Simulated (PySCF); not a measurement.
C₇H₈O₃P (charge -1).
SMILES with atom numbers: `[CH3:1][c:2]1[cH:3][cH:4][c:5]([P@@:6](=[O:7])([O-:8])[OH:9])[cH:10][cH:11]1`

NICS is the negative of the GIAO shielding at a point without a nucleus: at the ring centre (0) and 1 Å above and below it (1); zz is the component along the ring normal. Level: GIAO PBE0/pcSseg-1 (PySCF, non-relativistic, gas phase) on the GFN2-xTB geometry, one conformer.

Ring bond lengths (Å), with Mayer bond orders in brackets: C2–C3 1.389 (1.41), C3–C4 1.384 (1.40), C4–C5 1.382 (1.44), C5–C10 1.383 (1.43), C10–C11 1.383 (1.42), C11–C2 1.390 (1.40).

Problem. What do the NICS probes read (ppm)?

Solution. 
```csv
ring,type,NICS(0),"NICS(1), two faces","NICS(1)zz, two faces",rms pucker (Å),"centre to ring atoms, mean (Å)"
C2–C3–C4–C5–C10–C11,6-membered carbocycle; formal bonds all aromatic,-8.6,-11.3 / -11.6,-27.3 / -28.1,0.00,1.39
```

Problem. What can be read from them?

Solution. 
- C2–C3–C4–C5–C10–C11: mean NICS(1)zz -27.7 ppm, shielded, aromatic by this magnetic criterion (flat ring, no four-coordinate atom).

Problem. How equal are the bonds by HOMA? HOMA = 1 − mean of α(R − Ropt)² over the ring bonds, with Krygowski's 1993 parameters (CC: Ropt 1.388 Å, α 257.7 Å⁻²).

Solution. 
- C2–C3–C4–C5–C10–C11: HOMA 1.00 = 1 − EN − GEO, with mean bond length 1.385 Å, EN = α(Ropt − mean)² = 0.002 and GEO = α × variance = 0.003. The geometric and the magnetic index point the same way.

Problem. How shielded are the nuclei of the rings and their hydrogens (means over atoms taken as equivalent)?

Solution. 
| atoms | environment | σ isotropic (ppm) |
| --- | --- | --- |
| C2 | substituted aromatic carbon | 52.8 |
| C3 (×2) | aromatic CH carbon | 57.4 |
| C4 (×2) | aromatic CH carbon | 49.7 |
| C5 | substituted aromatic carbon | 31.7 |
| H on C3 (×2) | aromatic hydrogen | 24.74 |
| H on C4 (×2) | aromatic hydrogen | 23.63 |

Conformer computed: `[CH3:1][c:2]1[cH:3][cH:4][c:5]([P@@:6](=[O:7])([O-:8])[OH:9])[cH:10][cH:11]1`: C4–C5–P6–O7 -141°, H–O9–P6–C5 -94°.
